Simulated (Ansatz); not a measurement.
Geometry optimisation, RKS B3LYP/cc-pVDZ in Ansatz.

input.yaml

```yaml
crystal:
  periodic: [false, false, false]
  atoms:
    - { symbol: C, position_ang: [-1.1757, 1.6748, 0.6067] }
    - { symbol: O, position_ang: [-0.1159, 0.849, 0.7805] }
    - { symbol: C, position_ang: [-0.1029, -0.2023, -0.1948] }
    - { symbol: "N", position_ang: [0.6004, 0.3251, -1.4161] }
    - { symbol: Si, position_ang: [0.8771, -1.7768, 0.4131] }
    - { symbol: H, position_ang: [-1.1794, 2.5163, 1.3578] }
    - { symbol: H, position_ang: [-1.1632, 2.1988, -0.3851] }
    - { symbol: H, position_ang: [-2.1243, 1.1878, 0.7101] }
    - { symbol: H, position_ang: [-1.0849, -0.533, -0.352] }
    - { symbol: H, position_ang: [1.438, 0.7118, -1.1548] }
    - { symbol: H, position_ang: [0.6756, -0.4375, -2.0583] }
    - { symbol: H, position_ang: [0.2488, -2.3482, 1.6538] }
    - { symbol: H, position_ang: [2.2503, -1.4156, 0.7046] }
    - { symbol: H, position_ang: [0.8431, -2.7793, -0.6367] }
basis:
  gaussian: { orbitals: cc-pVDZ }
hamiltonian:
  xc: b3lyp
relax:
  f_tol: 0.015
  max_steps: 40
```

Command:

```bash
$ ansatz run input.yaml --threads 2 --pin off --max-ram 3072MiB --backend cpu --events-out ev --progress --plain --runs-dir out
```

Task: Where does it end, and by what steps?

Result: It converged. After 10 steps the energy has fallen by 0.610 eV; H11 moved furthest, 0.51 Å.

| step | energy less start (eV) | largest force component (eV/Å) | accepted |
| --- | --- | --- | --- |
| 0 | 0.0000 | 4.601 | yes |
| 1 | -0.4732 | 1.598 | yes |
| 2 | -0.5672 | 0.465 | yes |
| 3 | -0.5661 | 0.661 | no |
| 4 | -0.5992 | 0.374 | yes |
| 5 | -0.6074 | 0.163 | yes |
| 6 | -0.6087 | 0.062 | yes |
| 7 | -0.6095 | 0.037 | yes |
| 8 | -0.6096 | 0.034 | yes |
| 9 | -0.6097 | 0.019 | yes |
| 10 | -0.6097 | 0.004 | yes |

```xyz
14
Properties=species:S:1:pos:R:3
C -1.156 1.702 0.609
O -0.236 0.648 0.860
C -0.105 -0.267 -0.216
N 0.501 0.380 -1.381
Si 0.901 -1.738 0.512
H -1.121 2.373 1.480
H -0.887 2.261 -0.303
H -2.188 1.311 0.497
H -1.107 -0.620 -0.540
H 1.517 0.434 -1.291
H 0.298 -0.138 -2.236
H 0.265 -2.336 1.727
H 2.272 -1.240 0.852
H 1.033 -2.799 -0.541
```

Whether the end is a true minimum wasn't checked by a vibrational analysis.

The run took 28 s on 2 threads of Intel(R) Xeon(R) 6975P-C (Granite Rapids), on a shared host, peak memory 0.29 GiB.
